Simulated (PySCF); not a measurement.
SMILES C=[C][Si](OC)(OC)OC (C₅H₁₁O₃Si), doublet (GFN2-xTB optimised geometry):

```
20

C      1.602    -0.489     0.468
C      0.410    -0.315     0.000
Si    -1.443    -0.315     0.000
O     -2.096    -1.074     1.286
C     -2.074    -2.444     1.561
O     -2.021    -1.069    -1.314
C     -1.858    -0.695    -2.651
O     -2.006     1.206     0.000
C     -1.883     2.160     1.013
H      1.818    -0.875     1.464
H      2.494    -0.259    -0.107
H     -2.387    -3.020     0.689
H     -2.759    -2.628     2.389
H     -1.067    -2.759     1.848
H     -0.812    -0.790    -2.950
H     -2.175     0.338    -2.805
H     -2.472    -1.361    -3.260
H     -2.494     3.020     0.735
H     -0.841     2.473     1.119
H     -2.228     1.759     1.967
```

Method: unrestricted PBE0/def2-SVP in PySCF.

Task: What are the frontier orbital energies (α orbitals alone; a β orbital can be the lowest empty one) and the dipole moment?

Result: HOMO-2 -8.12 eV, HOMO-1 -7.90 eV, HOMO -6.19 eV, LUMO -0.23 eV, LUMO+1 1.98 eV; dipole moment 1.42 D.

On the same geometry unrestricted PBE/def2-SVP (PySCF 2.14.0) gives HOMO-2 -6.47 eV, HOMO-1 -6.34 eV, HOMO -4.71 eV, LUMO -1.19 eV, LUMO+1 1.10 eV; dipole moment 1.19 D.

Meta-Löwdin charges at PBE0/def2-SVP: C1 -0.22, C2 -0.28, Si3 1.39, O4 -0.60, C5 -0.07, O6 -0.60, C7 -0.07, O8 -0.60, C9 -0.07, H10 0.12, H11 0.12, H12 0.10, H13 0.11, H14 0.09, H15 0.09, H16 0.10, H17 0.11, H18 0.11, H19 0.09, H20 0.10.
